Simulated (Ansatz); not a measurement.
C4H4F4, SMILES `F[C@H]1[C@H](F)[C@@H](F)[C@@H]1F`, one more setting.

```yaml
crystal:
  periodic: [false, false, false]
  atoms:
    - {symbol: F, position_ang: [0.183685, 0.159110, -2.162260]}
    - {symbol: C, position_ang: [0.246447, -0.314353, -0.945085]}
    - {symbol: C, position_ang: [-0.974588, -0.270344, -0.137119]}
    - {symbol: F, position_ang: [-1.699817, -1.356668, -0.077470]}
    - {symbol: C, position_ang: [-0.131024, 0.045448, 1.018024]}
    - {symbol: F, position_ang: [-0.595516, 0.901855, 1.890056]}
    - {symbol: C, position_ang: [0.883804, 0.521533, 0.075081]}
    - {symbol: F, position_ang: [2.136318, 0.277958, 0.360554]}
    - {symbol: H, position_ang: [0.659753, -1.279363, -0.963588]}
    - {symbol: H, position_ang: [-1.581600, 0.544028, -0.403084]}
    - {symbol: H, position_ang: [0.183544, -0.825439, 1.513005]}
    - {symbol: H, position_ang: [0.762912, 1.543050, -0.135378]}
basis:
  gaussian: {orbitals: def2-TZVPD, final_grid: {core_spheres: 20, valence_spheres: 16, degree: 47}}
hamiltonian: {xc: {name: B2GP-PLYP}}
accuracy: high
output: {forces: true}
```

```sh
$ ansatz run in.yaml --threads 4 --pin off --events-out ev --progress --plain --max-ram 11315MiB
```

Shortened log:

```
Functional definition: B2GP-PLYP
5527 factors; integrals over basis functions are off by at most 3.8e-9 eV
mean field evaluation 1: about -15052.3093 eV, gradient 4.0e1 eV
mean field evaluation 2: about -15052.4176 eV, gradient 4.0e1 eV
mean field evaluation 4: about -15055.2189 eV, gradient 4.0e0 eV
mean field evaluation 8: about -15055.2461 eV, gradient 3.1e-1 eV
mean field evaluation 16: about -15055.2463 eV, gradient 2.6e-5 eV
mean field -15055.24626846 eV, -553.2700955535 hartree, gradient 5.8e-8 eV, S^2 0.000000; 0 other end points of the search recorded, 0 dependent functions left out
8 core orbitals not correlated: weight in the atoms' cores, before any rotation towards them, 1.000 or more for the frozen orbitals, at most 0.000 for the correlated occupied ones
reference -15055.24629172 eV, -553.2700964082 hartree; 24, 24 occupied and 312, 312 virtual orbitals, 5527 factors
second order -49.91085905 eV of doubles, -0.00000000 eV of singles
Total energy: -15073.21420098 eV, -553.9304048944 hartree
Atom 0 at     0.183685     0.159110    -2.162260 Å, force    -0.101257     1.040798    -2.997171 eV/Å
Atom 1 at     0.246447    -0.314353    -0.945085 Å, force     0.241427    -0.534349    -0.120547 eV/Å
Atom 2 at    -0.974588    -0.270344    -0.137119 Å, force    -0.428092     0.389179    -0.153609 eV/Å
Atom 3 at    -1.699817    -1.356668    -0.077470 Å, force    -1.862723    -2.568244     0.112537 eV/Å
Atom 4 at    -0.131024     0.045448     1.018024 Å, force     0.146230    -0.443545     0.374328 eV/Å
Atom 5 at    -0.595516     0.901855     1.890056 Å, force    -1.102391     1.995088     2.209296 eV/Å
Atom 6 at     0.883804     0.521533     0.075081 Å, force     0.040384     0.588834    -0.100147 eV/Å
Atom 7 at     2.136318     0.277958     0.360554 Å, force     3.066438    -0.467846     0.675367 eV/Å
Atom 8 at     0.659753    -1.279363    -0.963588 Å, force     0.631876    -1.504321     0.080025 eV/Å
Atom 9 at    -1.581600     0.544028    -0.403084 Å, force    -0.855423     1.330592    -0.408370 eV/Å
Atom 10 at     0.183544    -0.825439     1.513005 Å, force     0.517963    -1.395789     0.672597 eV/Å
Atom 11 at     0.762912     1.543050    -0.135378 Å, force    -0.294431     1.569603    -0.344306 eV/Å
Dipole moment:    -0.000008     0.000005     0.000007 e Å
```

It took 2.6 min on 4 threads of an Arm Neoverse V2 on a shared host, with 4.1 GiB of host memory at the peak.
